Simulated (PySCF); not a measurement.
Nuclear quadrupole coupling in `C=NC1=CCCS(=O)(=O)C1`

Compound: C6H9NO2S.
Geometry (GFN2-xTB, Å), atoms numbered from 1 in this order:
```xyz
19
C6H9NO2S angstrom
C      3.1334   -0.2071   -0.6309
N      2.2883   -0.3371    0.2870
C      0.9256   -0.1210    0.1205
C      0.2372   -0.6774   -0.8788
C     -1.2463   -0.6359   -1.0774
C     -2.0037   -0.4625    0.2222
S     -1.3925    1.0848    0.9428
O     -1.4607    2.1187   -0.0521
O     -2.0327    1.3340    2.2055
C      0.3455    0.6663    1.2542
H      2.9018    0.1417   -1.6404
H      4.1641   -0.4424   -0.4094
H      0.7908   -1.2311   -1.6255
H     -1.5714   -1.5436   -1.5925
H     -1.4865    0.2183   -1.7199
H     -1.7926   -1.2442    0.9461
H     -3.0754   -0.3701    0.0706
H      0.3867    0.1107    2.1893
H      0.8787    1.6073    1.3810
```

Field gradients from the PBE0/pcSseg-1 density (PySCF, non-relativistic), principal values in atomic units, ordered |Vxx| ≤ |Vyy| ≤ |Vzz|:

```csv
atom,Vxx,Vyy,Vzz
N2,0.3392,0.7711,-1.1103
S7,0.0022,0.1367,-0.1389
O8,-0.6290,-0.7068,1.3358
O9,-0.6676,-0.6891,1.3567
```

Problem. Find the asymmetry η = (Vxx − Vyy)/Vzz and the couplings χ = eQV/h (234.96 MHz × Q in barn × V in au), with Q(14N) = 0.02044 b, Q(33S) = −0.0678 b, Q(17O) = −0.0256 b.

Solution. 
| atom | environment | nucleus | η | χzz (MHz) | χxx (MHz) | χyy (MHz) |
| --- | --- | --- | --- | --- | --- | --- |
| N2 | imine nitrogen | 14N | 0.39 | -5.33 | 1.63 | 3.70 |
| S7 | sulfonyl sulfur | 33S | 0.97 | 2.212 | -0.035 | -2.178 |
| O8 | sulfonyl oxygen | 17O | 0.06 | -8.04 | 3.78 | 4.25 |
| O9 | sulfonyl oxygen | 17O | 0.02 | -8.16 | 4.02 | 4.15 |

The gradient is axial or nearly so (η below 0.05) at O9. At S7 η is above 0.9: Vyy and Vzz are nearly equal in size and opposite in sign, so a small change could swap them and flip the sign of χzz. 

Problem. What is Vzz at N2 in SI units (1 au = 9.71736 × 10²¹ V/m²)?

Solution. -1.1103 au = -10.789 × 10²¹ V/m².

Problem. And the gradient at the other heavy atoms, for which no coupling is worked out here?

Solution. 
```json
{"atom": "C1", "environment": "imine carbon", "Vzz (au)": "0.406", "η": "0.23"}
{"atom": "C3", "environment": "vinylic carbon bearing nitrogen", "Vzz (au)": "-0.228", "η": "0.72"}
{"atom": "C4", "environment": "alkene CH carbon", "Vzz (au)": "0.216", "η": "0.47"}
{"atom": "C5", "environment": "allylic carbon", "Vzz (au)": "0.095", "η": "0.98"}
{"atom": "C6", "environment": "sp3 carbon bound to sulfur", "Vzz (au)": "0.199", "η": "0.32"}
{"atom": "C10", "environment": "sp3 carbon bound to sulfur", "Vzz (au)": "0.187", "η": "0.50"}
```

Were the hydrogens deuterons (Q(2H) = 0.00286 b), χzz would run from 194 kHz (H15) to 218 kHz (H13).

The structure is a single GFN2-xTB conformer in the gas phase; no vibrational or solvent corrections. GFN2-xTB bond lengths can be off by several hundredths of an ångström, more for odd bonds, and the gradients follow them. The basis is small and wasn't made for field gradients, so the couplings can be 20 % off.
